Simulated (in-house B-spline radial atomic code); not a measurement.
# Two electrons outside the [Ar] 3d10 core: Se⁴⁺

Computed with an all-electron radial atomic-structure program (B-spline basis): configuration interaction (CI) of the two valence electrons in the field of the frozen Dirac-Fock core, alone and with many-body perturbation theory for the core (screened one- and two-electron correlation potentials), Breit and QED terms; no-pair Dirac Hamiltonian, finite nucleus. Labels give the configuration (outer n counted up each series) and the leading LS term, or the jj pair where no LS term holds 70 %.

Command:
```bash
python run_mb.py task.json out
```
Settings (nuclear radius in fm, box in bohr, cutoff in hartree):
```
basis_form          3
Z                   34
core_configuration  [Ar] 3d10
rms_radius          4.14
mass_number         80
speed_of_light      137.036
box_radius          15.0
lmax                6
intervals           64
virtual_cutoff      2312.0
```

Time taken, with all properties: 99 s on 1 thread of Intel(R) Xeon(R) Platinum 8259CL CPU @ 2.50GHz, on a shared host.

Excitation energies (cm⁻¹):

```csv
level,purity of the LS term,CI alone,CI + MBPT + Breit + QED,Landé g of the LS mixture
4s2 1S0,1.0,0,0,-
4s4p 3P°0,1.0,86135,89522,-
4s4p 3P°1,0.997,?,?,?
4s4p 3P°2,1.0,91191,94721,1.50
4s4p 1P°1,0.997,131935,131614,1.00
4p2 3P0,0.984,208389,211460,-
4p2 1D2,0.798,207658,212813,1.10
4p2 3P1,1.0,210568,213751,1.50
4p2 3P2,0.797,214555,218252,1.40
4p2 1S0,0.984,?,?,?
4s4d 3D1,1.0,252245,257143,0.50
4s4d 3D2,1.0,252461,257359,1.17
```

Q: Where does 4s4p 3P°1 lie?

A: 87707 cm⁻¹ in CI alone and 91120 cm⁻¹ with all corrections; g = 1.50.

Q: Where does 4p2 1S0 lie?

A: 245937 cm⁻¹ in CI alone and 248449 cm⁻¹ with all corrections.

Q: What is the first ionisation energy?

A: 67.53 eV to the 4s1/2 state of the next ion (66.568 eV from CI alone). NIST lists 68.3 ± 0.1 eV (semi-empirical).

Some electric-dipole lines (reduced elements in atomic units, length form; vacuum wavelengths from the computed energies):

```
    upper      lower  D bare (size)  D with core polarisation (size)  λ (nm)  A (s⁻¹)
4s4p 1P°1    4s2 1S0           2.17                             2.03   75.98  6.3e+09
  4p2 3P1  4s4p 3P°0           1.31                             1.22  80.496  1.9e+09
 4s4d 3D1  4s4p 3P°0           1.46                              1.4  59.658  6.2e+09
```

Weak lines are less accurate than strong ones.
